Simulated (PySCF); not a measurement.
C₄H₉ (SMILES C[C-](C)C), charge -1, singlet, at a GFN2-xTB geometry (in this run its highest filled SCF level lies above zero, so its values depend strongly on the basis, on diffuse functions most of all); WB97X/3-21G in PySCF.

Here is a job for PySCF.
```python
from pyscf import gto, scf, dft

mol = gto.Mole()
mol.atom = '''
    C     0.003661   -0.002580    0.509874
    C     0.006049    1.421252   -0.057009
    H    -0.001717    1.487431   -1.176831
    H    -0.871860    1.980056    0.291022
    H     0.893924    1.972031    0.278302
    C     1.226828   -0.715732   -0.076588
    H     1.271049   -0.740558   -1.197244
    H     2.154877   -0.235280    0.258078
    H     1.264979   -1.760501    0.256751
    C    -1.234259   -0.704546   -0.058859
    H    -1.294844   -0.728896   -1.178760
    H    -1.277099   -1.748947    0.275063
    H    -2.152985   -0.215700    0.289111
'''
mol.basis = '3-21g'
mol.charge = -1
mol.spin = 0
mol.verbose = 4
mol.build()

mf = dft.RKS(mol)
mf.xc = 'wb97x'
mf.grids.atom_grid = (50, 194)
mf.kernel()
```

Q: Write the output that PySCF gives for this input, abridged.

A: 
```
PySCF version 2.14.0

[INPUT] verbose = 4
[INPUT] num. atoms = 13
[INPUT] num. electrons = 34
[INPUT] charge = -1
[INPUT] spin (= nelec alpha-beta = 2S) = 0
[INPUT] symmetry False subgroup None
[INPUT] Mole.unit = angstrom
[INPUT] Symbol           X                Y                Z      unit          X                Y                Z       unit  Magmom
[INPUT]  1 C      0.003661000000  -0.002580000000   0.509874000000 AA    0.006918287342  -0.004875493401   0.963522218036 Bohr   0.0
[INPUT]  2 C      0.006049000000   1.421252000000  -0.057009000000 AA    0.011430953327   2.685777033990  -0.107731396635 Bohr   0.0
[INPUT]  3 H     -0.001717000000   1.487431000000  -1.176831000000 AA   -0.003244659756   2.810837219188  -2.223888284898 Bohr   0.0
[INPUT]  4 H     -0.871860000000   1.980056000000   0.291022000000 AA   -1.647576618963   3.741763551302   0.549951876223 Bohr   0.0
[INPUT]  5 H      0.893924000000   1.972031000000   0.278302000000 AA    1.689271536176   3.726598499152   0.525914559919 Bohr   0.0
[INPUT]  6 C      1.226828000000  -0.715732000000  -0.076588000000 AA    2.318368921948  -1.352537458587  -0.144730344428 Bohr   0.0
[INPUT]  7 H      1.271049000000  -0.740558000000  -1.197244000000 AA    2.401934500902  -1.399451799356  -2.262463264279 Bohr   0.0
[INPUT]  8 H      2.154877000000  -0.235280000000   0.258078000000 AA    4.072127362124  -0.444614762588   0.487696738776 Bohr   0.0
[INPUT]  9 H      1.264979000000  -1.760501000000   0.256751000000 AA    2.390463863326  -3.326864732023   0.485189072208 Bohr   0.0
[INPUT] 10 C     -1.234259000000  -0.704546000000  -0.058859000000 AA   -2.332411476780  -1.331398982158  -0.111227389966 Bohr   0.0
[INPUT] 11 H     -1.294844000000  -0.728896000000  -1.178760000000 AA   -2.446900534036  -1.377413813291  -2.227533566592 Bohr   0.0
[INPUT] 12 H     -1.277099000000  -1.748947000000   0.275063000000 AA   -2.413367343956  -3.305030836380   0.519793737001 Bohr   0.0
[INPUT] 13 H     -2.152985000000  -0.215700000000   0.289111000000 AA   -4.068552000297  -0.407613925069   0.546340609599 Bohr   0.0

nuclear repulsion = 125.790996270979
number of shells = 38
number of NR pGTOs = 87
number of NR cGTOs = 54
basis = 3-21g
ecp = {}

******** <class 'pyscf.dft.rks.RKS'> ********
method = RKS
initial guess = minao
damping factor = 0
level_shift factor = 0
DIIS = <class 'pyscf.scf.diis.CDIIS'>
diis_start_cycle = 1
diis_space = 8
diis_damp = 0
SCF conv_tol = 1e-09
SCF conv_tol_grad = None
SCF max_cycles = 50
direct_scf = True
direct_scf_tol = 1e-13
XC library pyscf.dft.libxc version 7.1.2
    S. Lehtola, C. Steigemann, M. J. T. Oliveira, and M. A. L. Marques,  SoftwareX 7, 1–5 (2018)
XC functionals = wb97x
    J.-D. Chai and M. Head-Gordon,  J. Chem. Phys. 128, 084106 (2008)
radial grids:
    Treutler-Ahlrichs [JCP 102, 346 (1995); DOI:10.1063/1.469408] (M4) radial grids

becke partition: Becke, JCP 88, 2547 (1988); DOI:10.1063/1.454033
pruning grids: <function nwchem_prune>
grids dens level: 3
symmetrized grids: False
atomic radii adjust function: <function treutler_atomic_radii_adjust>
User specified grid scheme (50, 194)
small_rho_cutoff = 0
Set gradient conv threshold to 3.16228e-05
Initial guess from minao.
tot grids = 86120
init E= -156.973155907956
  HOMO = -0.170799355099015  LUMO = 0.122593960785164  gap/eV = 7.98364
cycle= 1 E= -156.77348905138  delta_E=  0.2  |g|= 0.465  |ddm|= 3.14
  HOMO = 0.146434919697957  LUMO = 0.422937493296628  gap/eV = 7.52402
cycle= 2 E= -156.809648557467  delta_E= -0.0362  |g|= 0.35  |ddm|= 1.49
  HOMO = 0.0317140281900081  LUMO = 0.401334319251319  gap/eV = 10.05788
cycle= 3 E= -156.842013592866  delta_E= -0.0324  |g|= 0.0187  |ddm|= 0.536
  HOMO = 0.0268081902697408  LUMO = 0.398633227683567  gap/eV = 10.11787
cycle= 4 E= -156.842207323824  delta_E= -0.000194  |g|= 0.00853  |ddm|=  0.1
  HOMO = 0.0258430782560231  LUMO = 0.399078440638147  gap/eV = 10.15625
cycle= 5 E= -156.842232434637  delta_E= -2.51e-05  |g|= 0.00239  |ddm|= 0.0233
  HOMO = 0.0259472500654918  LUMO = 0.398887786778367  gap/eV = 10.14823
cycle= 6 E= -156.842236258283  delta_E= -3.82e-06  |g|= 0.000367  |ddm|= 0.0173
  HOMO = 0.0259272019815491  LUMO = 0.398910004090304  gap/eV = 10.14938
cycle= 7 E= -156.84223642415  delta_E= -1.66e-07  |g|= 5.51e-05  |ddm|= 0.00435
  HOMO = 0.0259187380693664  LUMO = 0.398911703976211  gap/eV = 10.14966
cycle= 8 E= -156.842236426822  delta_E= -2.67e-09  |g|= 1.2e-05  |ddm|= 0.0004
  HOMO = 0.0259179522170583  LUMO = 0.398911079651805  gap/eV = 10.14966
cycle= 9 E= -156.842236427054  delta_E= -2.32e-10  |g|= 3.84e-06  |ddm|= 0.000117
  HOMO = 0.0259178026871285  LUMO = 0.398911091445354  gap/eV = 10.14966
Extra cycle  E= -156.84223642708  delta_E= -2.58e-11  |g|= 1.88e-06  |ddm|= 3.48e-05
converged SCF energy = -156.84223642708
```
